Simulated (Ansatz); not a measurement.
Geometry optimisation, RKS PBE-D4/def2-SVP (Ansatz).

The input (input.yaml):

```yaml
crystal:
  periodic: [false, false, false]
  atoms:
    - { symbol: W, position_ang: [-0.093797, 0.011701, -0.324691] }
    - { symbol: H, position_ang: [-0.539598, -0.723189, 1.15894] }
    - { symbol: F, position_ang: [1.639643, 0.119752, -1.020287] }
    - { symbol: F, position_ang: [0.542057, 1.348103, 0.811813] }
    - { symbol: F, position_ang: [-1.739031, 0.84202, 0.022153] }
    - { symbol: Cl, position_ang: [-0.039819, -2.291322, -0.668524] }
    - { symbol: F, position_ang: [-0.813196, 0.066423, -2.057906] }
    - { symbol: O, position_ang: [1.718054, -1.26766, 1.879735] }
    - { symbol: H, position_ang: [1.706154, -2.160809, 1.479948] }
    - { symbol: H, position_ang: [0.830833, -1.227918, 2.321718] }
basis:
  gaussian: { orbitals: def2-SVP }
hamiltonian:
  xc: pbe
  dispersion: d4
relax:
  f_tol: 0.03
  max_steps: 50
```

Launched with:

```bash
$ ansatz run input.yaml --threads 4 --pin off --max-ram 5120MiB --backend cpu --events-out ev --progress --plain --runs-dir out
```

Question: Where does it end, and by what steps?

Answer: It converged. The force dipped under the threshold on the way, but the program's further checks kept it going. After 47 steps the energy has fallen by 0.457 eV; H10 moved furthest, 1.75 Å. Joined: W1–O8 (3.13 → 2.34 Å).

```
step  energy less start (eV)  largest force component (eV/Å)  accepted
   0                  0.0000                           0.708       yes
   2                 -0.1309                           2.158       yes
   4                 -0.3518                           0.457       yes
   6                 -0.3903                           0.126       yes
   8                 -0.3929                           0.035       yes
  10                 -0.3920                           0.307        no
  12                 -0.3938                           0.159       yes
  14                 -0.3948                           0.018       yes
  16                 -0.3952                           0.030       yes
  18                 -0.3955                           0.041       yes
  20                 -0.3959                           0.136       yes
  22                 -0.3979                           0.085       yes
  24                 -0.3988                           0.166       yes
  26                 -0.4024                           0.087       yes
  28                 -0.4050                           0.313       yes
  30                 -0.4123                           0.126       yes
  32                 -0.4142                           0.036       yes
  34                 -0.4155                           0.035       yes
  36                 -0.4175                           0.300       yes
  38                 -0.4321                           0.127       yes
  40                 -0.4354                           0.066       yes
  42                 -0.4478                           0.147       yes
  44                 -0.4527                           0.081       yes
  46                 -0.4481                           0.646        no
  47                 -0.4567                           0.010       yes
```

```xyz
10
Properties=species:S:1:pos:R:3
W -0.079 -0.213 -0.125
H -0.960 -1.179 0.963
F 1.790 0.079 -0.454
F 0.234 0.948 1.338
F -1.784 0.581 -0.018
Cl -0.059 -2.333 -1.053
F -0.342 0.334 -1.908
O 1.224 -1.404 1.413
H 1.069 -1.013 2.299
H 2.118 -1.083 1.147
```

Whether the end is a true minimum wasn't checked by a vibrational analysis.

Time of the run: 110 s on 4 threads of Arm Neoverse V2, with other jobs on the host, peak memory 0.21 GiB.
